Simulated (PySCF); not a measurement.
SnClI, SMILES [Cl][Sn][I] (connectivity only; charge and spin as stated), neutral, multiplicity 1.

Geometry optimised at B3LYP-D3(BJ)/def2-SVP. The def2 effective core potentials stand for the cores of I, Sn; spin–orbit coupling is left out.

These are PySCF with C-PCM-ωB97X/def2-SVP values and carry that method's errors.

The values are the electrostatic part of the solvation free energy, E(continuum) − E(gas) at the gas-phase geometry, in a cavity of scaled van der Waals radii (PySCF's table); cavitation and dispersion terms are not included. A continuum can't describe solvent molecules that bind to the metal. In vacuum the orbital gap is 7.97 eV. The dipole moment in vacuum is 3.42 D.

Computed values in water (ε = 78.36), cyclohexanone (ε = 15.62), dichloromethane (ε = 8.93):
```json
[
 {"solvent": "water", "ε": "78.36", "ΔG(elec) (kcal/mol)": "-6.3", "dipole (D)": "4.98", "gap (eV)": "8.34"},
 {"solvent": "cyclohexanone", "ε": "15.62", "ΔG(elec) (kcal/mol)": "-5.9", "dipole (D)": "4.87", "gap (eV)": "8.32"},
 {"solvent": "dichloromethane", "ε": "8.93", "ΔG(elec) (kcal/mol)": "-5.5", "dipole (D)": "4.77", "gap (eV)": "8.30"}
]
```
